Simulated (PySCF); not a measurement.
**Steps of a relaxation of La(NH2)3**

La(NH2)3 (singlet; a saddle point, relaxed within its symmetry). PySCF 2.14.0, RKS PBE0, La lcecp-1-SVP with ECP46, N def2-SVP, H def2-SVP; non-relativistic Hamiltonian with scalar-relativistic core potentials where named; density fitting; no spin-orbit coupling. Origin of the start: displaced along the imaginary mode. Columns: position (Å) and force (eV/Å). Energies are counted from the last step; some of the 34 steps are shown. Forces carry noise of the integration grid, about 0.01 to 0.03 eV/Å.

Run from Python with OMP_NUM_THREADS=2. Where DIIS fails, smearing, a level shift and second-order steps follow.
It took 3 min on 2 threads of Arm Neoverse V1, with other jobs on the host, from the converged density of the start.

```xyz
10
step 0  E = 0.770 eV
La    0.0000    0.0000    0.0000    -0.02    0.00   -0.02
N     2.3315    0.0000    0.0157     0.02    0.00    0.15
H     2.9842   -0.0002    0.8019     0.00    0.00   -0.01
H     2.9392    0.0002   -0.8072    -0.03    0.00    0.01
N    -1.1657    2.0191   -0.0074    -0.55    0.89   -0.05
H    -1.2628    2.6777    0.8064     0.14   -0.54   -1.10
H    -1.6989    2.4521   -0.8027     0.43   -0.39    1.08
N    -1.1657   -2.0191   -0.0083    -0.55   -0.89   -0.05
H    -1.2628   -2.6780    0.8053     0.14    0.54   -1.10
H    -1.6989   -2.4518   -0.8038     0.43    0.39    1.08
```

```xyz
10
step 11  E = 0.056 eV
La    0.0118    0.0001   -0.2967    -0.01    0.00    0.06
N     2.2583   -0.0001    0.2415     0.02    0.00   -0.13
H     2.9016   -0.0002    1.0313    -0.07    0.00    0.05
H     2.8652    0.0001   -0.5857     0.08    0.00    0.05
N    -1.1532    1.9702   -0.1017    -0.25    0.13   -0.15
H    -0.7206    2.8535    0.1853    -0.12   -0.05   -0.02
H    -2.1446    2.1871   -0.2774     0.36   -0.05    0.15
N    -1.1533   -1.9701   -0.1025    -0.25   -0.13   -0.15
H    -0.7206   -2.8536    0.1841    -0.12    0.05   -0.02
H    -2.1446   -2.1869   -0.2783     0.36    0.05    0.15
```

```xyz
10
step 22  E = 0.007 eV
La    0.0394    0.0001   -0.4435    -0.07    0.00   -0.04
N     2.2846    0.0000    0.1232     0.03    0.00    0.02
H     2.6664   -0.0002    1.0718    -0.01    0.00   -0.03
H     3.1046    0.0001   -0.4875    -0.04    0.00    0.03
N    -1.1486    1.9424   -0.1293     0.00    0.00   -0.03
H    -0.7395    2.8455    0.1177     0.00    0.03    0.02
H    -2.1594    2.0965   -0.1190     0.04   -0.03    0.01
N    -1.1486   -1.9424   -0.1301     0.00    0.00   -0.03
H    -0.7396   -2.8455    0.1165     0.00   -0.03    0.02
H    -2.1594   -2.0964   -0.1199     0.04    0.03    0.01
```

Problem. Where does the relaxation end?

Solution. It converges at step 33 in Cs:
```xyz
10
step 33  E = 0
La    0.0429    0.0001   -0.6486
N     2.2301    0.0000    0.0774
H     2.4881   -0.0002    1.0667
H     3.1170    0.0001   -0.4282
N    -1.1167    1.9187   -0.1546
H    -0.6972    2.7840    0.1907
H    -2.1251    2.0571   -0.0683
N    -1.1167   -1.9186   -0.1554
H    -0.6972   -2.7841    0.1895
H    -2.1251   -2.0571   -0.0692
```

Problem. How did the contacts change?

Solution. 
| contact | start (Å) | end (Å) |
| --- | --- | --- |
| La1–N2 (NH2) | 2.332 | 2.305 |
| La1–N5 (NH2) | 2.331 | 2.296 |
| La1–N8 (NH2) | 2.331 | 2.296 |
